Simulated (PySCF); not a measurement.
```xyz
5

F     -0.8080    -1.2461    -0.4789
Si     0.0023    -0.0003     0.0413
F     -0.7188     1.3039    -0.4668
F      1.4417    -0.0476    -0.5951
H      0.0828    -0.0100     1.4996
```

Charge 0, multiplicity 1.

Question: Give the Mulliken and meta-Löwdin atomic charges from r2SCAN-D4/def2-TZVP (PySCF 2.14.0).

Answer: 
```csv
atom,Mulliken (e),meta-Löwdin (e)
F1,-0.29,-0.48
Si2,0.90,1.59
F3,-0.29,-0.48
F4,-0.29,-0.48
H5,-0.03,-0.14
```
